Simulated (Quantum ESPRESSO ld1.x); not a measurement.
Values are calculated unless marked as measured or tabulated.
Task: Ba2+, configuration [Kr] 4d10 5s2 5p5 7f1 (not the ground configuration). Level of theory: Dirac Kohn-Sham, BLYP, spin-unpolarised, spherical densities, point nucleus; open shells are shared between the two j in proportion to 2j + 1 (ld1.x of Quantum ESPRESSO 7.5). Some entries of the table are withheld. Estimate them.

orbital      occ.  eigenvalue (hartree)  <1/r> (bohr^-1)
1s1/2           2            -1369.2267            60.71
2s1/2           2                   (1)            14.25
2p1/2           2             -204.5222            14.24
2p3/2           4             -190.4869            12.99
3s1/2           2              -46.4819            5.120
3p1/2           2              -41.2207            5.033
3p3/2           4              -38.5084            4.724
3d3/2           4              -29.2756            4.585
3d5/2           6              -28.6973            4.506
4s1/2           2               -9.7928            2.104
4p1/2           2               -7.8804            1.999
4p3/2           4               -7.3134            1.898
4d3/2           4                   (2)            1.673
4d5/2           6                   (3)            1.648
5s1/2           2               -2.0285           0.8268
5p1/2     1.66667                   (4)           0.7334
5p3/2     3.33333                   (5)           0.7006
7f5/2    0.428571               -0.1155              (6)
7f7/2    0.571429               -0.1153              (7)

Result: 
(1) 2s1/2 eigenvalue (hartree): -217.0586
(2) 4d3/2 eigenvalue (hartree): -4.1894
(3) 4d5/2 eigenvalue (hartree): -4.0929
(4) 5p1/2 eigenvalue (hartree): -1.5123
(5) 5p3/2 eigenvalue (hartree): -1.4275
(6) 7f5/2 <1/r> (bohr^-1): 0.09764
(7) 7f7/2 <1/r> (bohr^-1): 0.09818
